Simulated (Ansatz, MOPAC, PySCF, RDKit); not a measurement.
Noncovalent pair: H3NSe (SMILES N[SeH]) (first 5 atoms) with HF (SMILES F); geometry from B3LYP-D3(BJ)/def2-TZVP, rigid monomers moved along the line of their centres of mass till N1···H7 is 2.99 Å.
(charge 0, multiplicity 1):
```csv
atom,x (Å),y (Å),z (Å)
N,-1.0014,0.6000,0.7596
Se,-0.2006,-0.9469,0.0494
H,-0.8263,1.3977,0.1597
H,-2.0012,0.4682,0.8594
H,-0.9287,-0.9973,-1.2400
F,0.2411,1.7100,4.3211
H,-0.1560,1.5660,3.4629
```

Interaction energies are E(AB) − E(A) − E(B) at the monomers' geometry in the complex; basis-set methods are counterpoise corrected. Rows marked so take none. RDKit's UFF carries no charges.

Frozen-core correlation. Filled d and f shells under p-block atoms count as core. Rows in 6-31G* carry no dispersion term and start afresh at each structure (6-31G* with six Cartesian d functions); the Pople sets are all-electron and without relativity. The state reached by PM7 isn't checked; PM7 holds dispersion and hydrogen-bond terms.

Codes used: Ansatz (Gaussian basis) for Hartree–Fock, density functionals and correlated methods; MOPAC for PM7 (differences of heats of formation); PySCF for 6-31G* rows, the dispersion terms; RDKit for the force fields. Each number belongs to the level named beside it.

| level | interaction energy (meV) |
|---|---|
| UFF | -11.2 |
| PM7 | -124.6 |
| HF/aug-cc-pVDZ | -127.5 |
| B3LYP/6-31G* | -138.3 |
| PBE0-D3(BJ)/def2-TZVPPD | -142.6 |
| M06-2X/6-31G* (no counterpoise) | … |
| MP2/aug-cc-pVDZ | -135.6 |
| CCSD(T)/aug-cc-pVDZ | -132.6 |
| CCSD(T)/aug-cc-pVTZ | -134.3 |

Task: Some entries are withheld; supply them.

Result: 
- M06-2X/6-31G* (no counterpoise), interaction energy (meV): -166.4

Ansatz is a first-principles code.
